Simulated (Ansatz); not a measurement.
Geometry optimisation, DFT PBE, scalar-relativistic, plane waves, PAW (Ansatz 0.2.0).

The input (input.yaml):

```yaml
crystal:
  lattice:
    - [7.806832, 0.0, 0.0]
    - [0.0, 7.806832, 0.0]
    - [0.0, 0.0, 7.806832]
  atoms:
    - { symbol: O, position: [0.1461282, 0.3971892, 0.5485089] }
    - { symbol: C, position: [0.1733928, 0.3575646, 0.3998061] }
    - { symbol: H, position: [0.2620468, 0.4307129, 0.317469] }
    - { symbol: H, position: [0.1109973, 0.2462537, 0.3389267] }
    - { symbol: O, position: [0.5876671, 0.6628672, 0.3993891] }
    - { symbol: C, position: [0.6112622, 0.6398448, 0.2466174] }
    - { symbol: H, position: [0.6340058, 0.7468208, 0.1570156] }
    - { symbol: H, position: [0.6112431, 0.5106956, 0.1890837] }
    - { symbol: O, position: [-0.0450753, 0.039281, 0.9432652] }
    - { symbol: C, position: [0.0983772, 0.0193528, 0.8845266] }
    - { symbol: H, position: [0.120048, -0.0184037, 0.750011] }
    - { symbol: H, position: [0.2148664, 0.0379163, 0.9624707] }
    - { symbol: O, position: [0.5382671, 0.6114068, 0.8338527] }
    - { symbol: C, position: [0.4722657, 0.4714317, 0.8120178] }
    - { symbol: H, position: [0.4837918, 0.4010038, 0.6899658] }
    - { symbol: H, position: [0.3971732, 0.4070488, 0.9130404] }
    - { symbol: O, position: [0.7666495, 0.438627, 0.4873245] }
    - { symbol: C, position: [0.680844, 0.3173407, 0.4388164] }
    - { symbol: H, position: [0.5457223, 0.3315909, 0.3997184] }
    - { symbol: H, position: [0.7333261, 0.186279, 0.4311961] }
    - { symbol: O, position: [0.5500715, -0.0433135, 0.7998537] }
    - { symbol: C, position: [0.5638083, 0.0548797, 0.6790424] }
    - { symbol: H, position: [0.6333419, 0.1775563, 0.6892962] }
    - { symbol: H, position: [0.5075046, 0.0267734, 0.5524345] }
basis:
  ecutwfc: 420.0
kpoints:
  mp_grid: { grid: [1, 1, 1] }
hamiltonian:
  xc: pbe
scf:
  occupations: { method: fermi_dirac, width: 0.05 }
  lower_state_search: "off"
relax:
  f_tol: 0.3
  max_steps: 15
  adjacent_minimum: "off"
```

Command:

```bash
$ ansatz run input.yaml --threads 1 --pin off --max-ram 3072MiB --backend cpu --events-out ev --progress --plain --runs-dir out
```

Question: Where does it end, and by what steps?

Answer: The run converged. The threshold is loose, so the end isn't yet a minimum. Limits of this set-up: coarse k mesh. After 11 steps the energy has fallen by 1.336 eV; O1 moved furthest, 1.36 Å.

```
step  energy less start (eV)  largest force component (eV/Å)  accepted
   0                  0.0000                           1.725       yes
   1                 -0.4365                           0.860       yes
   2                 -0.5383                           1.229       yes
   3                 -0.7820                           0.885       yes
   4                 -0.9533                           0.886       yes
   5                 -1.0727                           0.686       yes
   6                 -1.1627                           0.310       yes
   7                 -1.2016                           1.183       yes
   8                 -1.2823                           0.327       yes
   9                 -1.1627                           1.280        no
  10                 -1.3140                           0.350       yes
  11                 -1.3363                           0.265       yes
```

```xyz
24
Lattice="7.8068 0.0000 0.0000 0.0000 7.8068 0.0000 0.0000 0.0000 7.8068" Properties=species:S:1:pos:R:3
O 2.017 2.072 4.115
C 1.484 2.343 3.055
H 1.604 3.338 2.547
H 0.880 1.589 2.499
O 3.915 6.034 2.897
C 4.680 5.844 1.972
H 5.050 6.680 1.335
H 5.035 4.830 1.684
O -0.739 0.420 7.299
C 0.351 0.311 6.771
H 0.459 0.061 5.690
H 1.305 0.477 7.323
O 4.613 4.699 6.863
C 3.941 3.887 6.264
H 3.943 3.820 5.147
H 3.271 3.160 6.794
O 6.397 2.883 3.017
C 5.669 1.917 2.959
H 4.558 2.009 3.028
H 6.060 0.875 2.848
O 3.555 0.078 7.055
C 4.183 0.219 6.025
H 4.863 1.101 5.888
H 4.079 -0.480 5.154
```

The run took 30 s on 1 thread of Arm Neoverse V2 (shared host), peak memory 0.43 GiB.
